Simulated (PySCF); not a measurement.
Spinor energies of Nd⁴⁶⁺ (neodymium, charge +46)

Start: [Ne] 3s2 3p2; 3p1/2 filled at m_j = -1/2, +1/2. Calculated with PySCF 2.14 in an uncontracted even-tempered set (18 s from 11 bohr⁻², ratio 2.4; 14 p from 15 bohr⁻², ratio 2.4; 4 d from 50 bohr⁻², ratio 2.6; 4 f from 75 bohr⁻², ratio 2.6): generalised Hartree-Fock with the X2C-1e Hamiltonian and a Gaussian nucleus; one run each with spin-orbit coupling (SO) switched off, then screened by Boettger's factors.

```
spinor shell  electrons  ε, spin-free (eV)  ε, screened SO (eV)  weight of nominal j (screened SO)  rms radius, screened SO (bohr)
       1s1/2          2           -46891.8             -46878.0                              1.000                          0.0269
       2s1/2          2           -10139.0             -10132.5                              1.000                           0.107
       2p1/2          2            -9391.2              -9769.3                              1.000                          0.0919
       2p3/2          4            -9391.2              -9218.8                              1.000                          0.0977
       3s1/2          2            -4018.4              -4015.6                              1.000                           0.258
       3p1/2          2            -3811.2              -3894.1                              1.000                           0.246
```

| quantity | spin-free | screened SO |
| --- | --- | --- |
| E (hartree) | -7581.54889 | -7592.01154 |
| M_J | 0 | 0 |
| ⟨J²⟩ | 2.001 | 0.000 |
| ⟨L²⟩ | 2.000 | 1.341 |
| ⟨S²⟩ | 2.000 | 1.341 |

Breit and QED terms are absent; they matter most for the inner s and p1/2 levels.

Densities and radii are taken from the X2C orbitals without a picture-change correction, which distorts them close to the nucleus.

Without spin-orbit coupling the j labels of p, d and f shells carry no meaning; the spin-free column gives the mean over the occupied spinors of each nl shell.
